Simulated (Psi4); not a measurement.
C₄H₄O₂ (SMILES C=C1OCC1=O), singlet, at a GFN2-xTB geometry; Psi4 with PBE/6-31G**.

The Psi4 input:
```
memory 2 GB

molecule {
0 1
  C     1.95604098   -0.06019238   -0.44632618
  C     0.63450093   -0.07643059   -0.34361192
  O    -0.32768559   -0.38050437   -1.28997951
  C    -1.40635885   -0.15308961   -0.36522304
  C    -0.37532071    0.18925884    0.70657234
  O    -0.39877691    0.51706340    1.85478136
  H     2.45392463   -0.30656344   -1.36724180
  H     2.55283255    0.20456215    0.40674356
  H    -1.99438562   -1.05482829   -0.18678896
  H    -2.05384571    0.66707990   -0.67959476
}

set basis 6-31g**

energy('pbe')
print_variables()
```

Predict the main parts of the log of this Psi4 run.


```
   => Loading Basis Set <=

    Name: 6-31G**
    Role: ORBITAL
    Keyword: BASIS

         ---------------------------------------------------------
                                   SCF
               by Justin Turney, Rob Parrish, Andy Simmonett
                          and Daniel G. A. Smith
                              RKS Reference
         ---------------------------------------------------------

  ==> Geometry <==

    Molecular point group: c1
    Full point group: C1

    Geometry (in Angstrom), charge = 0, multiplicity = 1:

       Center              X                  Y                   Z               Mass
    ------------   -----------------  -----------------  -----------------  -----------------
         C            1.967315895289    -0.065967393523    -0.467864981146    12.000000000000
         C            0.645775845289    -0.082205603523    -0.365150721146    12.000000000000
         O           -0.316410674711    -0.386279383523    -1.311518311146    15.994914619570
         C           -1.395083934711    -0.158864623523    -0.386761841146    12.000000000000
         C           -0.364045794711     0.183483826477     0.685033538854    12.000000000000
         O           -0.387501994711     0.511288386477     1.833242558854    15.994914619570
         H            2.465199545289    -0.312338453523    -1.388780601146     1.007825032230
         H            2.564107465289     0.198787136477     0.385204758854     1.007825032230
         H           -1.983110704711    -1.060603303523    -0.208327761146     1.007825032230
         H           -2.042570794711     0.661304886477    -0.701133561146     1.007825032230

  Running in c1 symmetry.

  Rotational constants: A =      0.19074  B =      0.14139  C =      0.08249 [cm^-1]
  Rotational constants: A =   5718.22872  B =   4238.75965  C =   2472.84008 [MHz]
  Nuclear repulsion =  217.850795599804059

  Charge       = 0
  Multiplicity = 1
  Electrons    = 44
  Nalpha       = 22
  Nbeta        = 22

  ==> Algorithm <==

  SCF Algorithm Type is DF.
  DIIS enabled.
  MOM disabled.
  Fractional occupation disabled.
  Guess Type is SAD.
  Energy threshold   = 1.00e-06
  Density threshold  = 1.00e-06
  Integral threshold = 1.00e-12

  ==> Primary Basis <==

  Basis Set: 6-31G**
    Blend: 6-31G**
    Number of shells: 48
    Number of basis functions: 110
    Number of Cartesian functions: 110
    Spherical Harmonics?: false
    Max angular momentum: 2

  ==> DFT Potential <==

[...]
   @DF-RKS iter   7:  -304.86570304134273   -7.14624e-05   7.91519e-05 DIIS
   @DF-RKS iter   8:  -304.86574125388370   -3.82125e-05   2.38949e-05 DIIS
   @DF-RKS iter   9:  -304.86574459271088   -3.33883e-06   3.75993e-06 DIIS
   @DF-RKS iter  10:  -304.86574466749079   -7.47799e-08   1.20046e-06 DIIS
   @DF-RKS iter  11:  -304.86574467548928   -7.99849e-09   3.99533e-07 DIIS
  Energy and wave function converged.

  ==> Post-Iterations <==

   Electrons on quadrature grid:
      Ntotal   =   43.9999936192 ; deviation = -6.381e-06

    Orbital Energies [Eh]
    ---------------------

    Doubly Occupied:

[...]
      22A     -0.212505

    Virtual:

[...]
     110A      4.690378

    Final Occupation by Irrep:
              A
    DOCC [    22 ]
    NA   [    22 ]
    NB   [    22 ]

  @DF-RKS Final Energy:  -304.86574467548928

   => Energetics <=

    Nuclear Repulsion Energy =            217.8507955998040586
    One-Electron Energy =                -846.1754660917492856
    Two-Electron Energy =                 363.4370619707380001
    DFT Exchange-Correlation Energy =     -39.9781361542820974
    Empirical Dispersion Energy =           0.0000000000000000
    VV10 Nonlocal Energy =                  0.0000000000000000
    Total Energy =                       -304.8657446754892817

Computation Completed

Properties will be evaluated at   0.000000,   0.000000,   0.000000 [a0]

Properties computed using the SCF density matrix

 Multipole Moments:

 ------------------------------------------------------------------------------------
     Multipole            Electronic (a.u.)      Nuclear  (a.u.)        Total (a.u.)
 ------------------------------------------------------------------------------------

 L = 1.  Multiply by 2.5417464519 to convert [e a0] to [Debye]
 Dipole X            :         -1.0340456            0.9374860           -0.0965596
 Dipole Y            :          0.3552585           -0.4801803           -0.1249218
 Dipole Z            :          1.3660696           -1.7909071           -0.4248375
 Magnitude           :                                                    0.4532285

 ------------------------------------------------------------------------------------

  Variable Map:
  ----------------------------------------------------------------------------
[...]
  Array Variable Map:
  ----------------------------------------------------------------------------
[...]
[...]
```
